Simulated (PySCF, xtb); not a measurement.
CH10N2Si2, SMILES NC[SiH2][SiH2]N. One conformer was computed; it need not be the lowest.

Harmonic wavenumbers (cm⁻¹) from GFN2-xTB (xtb) at its own minimum, in rising order: 20, 58, 106, 163, 166, 258, 298, 354, 442, 450, 540, 571, 619, 637, 702, 731, 766, 786, 816, 823, 888, 982, 1033, 1092, 1270, 1316, 1480, 1538, 1572, 2133, 2167, 2183, 2200, 2948, 2961, 3374, 3405, 3480, 3511.

Problem. What does PBE-D3(BJ)/def2-SVP (PySCF 2.14.0) give at its own minimum? (An estimate is asked for; the answer gives what the named calculation found.)

Solution. 41, 70, 94, 135, 166, 248, 287, 328, 405, 494, 501, 582, 610, 698, 725, 780, 801, 842, 848, 873, 894, 905, 1053, 1065, 1204, 1324, 1381, 1504, 1587, 2101, 2112, 2124, 2143, 2966, 3021, 3400, 3462, 3480, 3552. Paired by order, the mean absolute difference is 34 cm⁻¹ and the zero-point energies are 69.8 and 69.8 kcal/mol.
